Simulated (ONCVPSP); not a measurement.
## Before and after: ONCV potential for Al

ONCVPSP 4.0.1 input, shortened (lines: element, Z, core and valence counts, functional; n l f; lmax; l rc ep ncon nbas qcut; lloc lpopt rc5 dvloc0; l nproj debl; icmod fcfact rcfact), LDA (Perdew-Wang 92), scalar-relativistic:

```
  Al 13.00    3    2  -001012      upf
    1    0    2.00
    2    0    2.00
    2    1    6.00
    3    0    2.00
    3    1    1.00
    1
    0    2.30    0.00    5    9    3.60
    1    2.75    0.00    4    8    3.30
    4    5    1.55    0.00
    0    1    1.30
    1    2    1.40
    3    3.00    1.35
```

Change: s: rc 3.14.

Cutoffs: the cutoffs (Ha) at which the residual kinetic energy of the hardest occupied pseudo-wave falls to 1 and 0.1 mHa per electron; they do not see the model core or the augmentation charge, which bear on the density cutoff. Errors are all-electron minus pseudo energies relative to the spin-unpolarised reference configuration.

How do hardness, ghosts and transferability respond?

The potential gets softer (5.4 Ha and 11 Ha → 4.0 Ha and 5.2 Ha); of the 4 tests that both files solve, the error grows in 2 and shrinks in 1 by more than 15 % and 0.3 meV (median size 4.7 → 4.9 meV); neither file shows a bound ghost. A larger radius leaves more room for a smooth pseudo-wave, so fewer plane waves are needed.

| quantity | base | changed |
| --- | --- | --- |
| cutoff, loose | 5.4 Ha | 4.0 Ha |
| cutoff, tight | 11 Ha | 5.2 Ha |
| loose cutoff by channel | s 5.4 Ha, p 2.1 Ha | s 4.0 Ha, p 2.1 Ha |
| bound ghosts | none | none |
| GHOST(+) flags under 300 eV | none | none |
| error for 3s2 3p0, meV [ΔE 5.84 eV] | +2.2 | +6.5 |
| error for 3s1 3p0, meV [ΔE 25.21 eV] | +33 | +33 |
| error for 3s2 3p0.5, meV [ΔE 2.12 eV] | +0.2 | +0.8 |
| error for 3s1 3p1, meV [ΔE 11.66 eV] | +7.1 | -3.3 |
| p: phases at 2.79 bohr within 0.05 rad from the reference energy up to (Ha; the scan ends near 5) | 3.8 | 3.8 |
| rms error of d²Exc/dni dnj with the model core, mHa | 1.12 | 0.91 |
